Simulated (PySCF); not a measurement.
# Interval between two levels of Rh(2+) by level of theory

Rh(2+) [Kr] 4d7 [4F9/2, M_J = 9/2] → Rh(2+) [Kr] 4d6 5s1 [6D9/2, M_J = 9/2], as a difference of total energies. Computed with PySCF 2.14 in x2c-TZVPall-2c with one added diffuse shell each of s, p, d type (9s10p8d1f, 86 functions), with the two-component X2C-1e Hamiltonian. Correlated levels: [Ar] 3d10 frozen; the 6 highest virtual spinors dropped. "Screened" scales the spin-orbit matrix elements by Boettger's factors to mimic the two-electron term; Breit and QED terms are absent.

```csv
method,interval between two levels (cm⁻¹)
GHF (spin-free),38303
GMP2 (spin-free),39621
GHF (screened spin-orbit),38801
GMP2 (screened spin-orbit),40149
```

The labels give the starting determinants; with spin-orbit coupling the two ends relaxed to ⟨J²⟩ = 24.76, ⟨L²⟩ = 12.16, ⟨S²⟩ = 3.71 and ⟨J²⟩ = 24.76, ⟨L²⟩ = 6.08, ⟨S²⟩ = 8.71.
